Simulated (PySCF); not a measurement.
## Spin states and ions at one geometry of [TaF4]+

PySCF 2.14.0, RKS BP86, Ta def2-SVP with ECP60, F def2-SVP; non-relativistic Hamiltonian with scalar-relativistic core potentials where named; density fitting; no spin-orbit coupling; singlets restricted, open shells unrestricted. The geometry is relaxed for charge +1, singlet, vacuum:

```xyz
5

Ta    0.0000    0.0000    0.0000
F     1.0554    1.0554    1.0554
F    -1.0554   -1.0554    1.0554
F     1.0554   -1.0554   -1.0554
F    -1.0554    1.0554   -1.0554
```

Energies count from the relaxed state; an electron taken off or put on is at rest in vacuum. Charges and spins are Mulliken's.

**Question.** Order these states by energy, lowest first.
A. charge +1, singlet, vacuum
B. charge +2, doublet, vacuum
C. charge 0, doublet, vacuum
D. charge +1, triplet, vacuum

**Answer.** C (-6.46 eV), A (0.00 eV), D (7.21 eV), B (21.22 eV).

**Question.** How do charge and spin on the first atom follow?

**Answer.** 
```tsv
state	spin squared	charge on Ta1 (e)	spin on Ta1 (e)	dipole about the centre of mass (D)
charge +1, singlet, vacuum	0.00	1.57	0.00	0.00
charge +1, triplet, vacuum	2.00	1.34	0.87	0.00
charge +2, doublet, vacuum	0.75	1.79	-0.09	0.00
charge 0, doublet, vacuum	0.75	1.09	0.90	0.00
```

With an electron taken off (doublet) the charges change, summed by element, by Ta +0.22 e, F +0.78 e. The vertical ionisation energy is 21.22 eV, against −ε(HOMO) = 17.58 eV of the relaxed state. The level lies 3.6 eV too high, as is usual for semilocal functionals and global hybrids, which keep a self-interaction error.

With an electron put on (doublet) the charges change, summed by element, by Ta -0.48 e, F -0.52 e. The vertical electron affinity is 6.46 eV, against −ε(LUMO) = 10.44 eV of the relaxed state.

Open shells may have lower solutions than those found. Hard to converge, so the more doubtful: charge +1, triplet, vacuum; charge +2, doublet, vacuum; charge 0, doublet, vacuum.
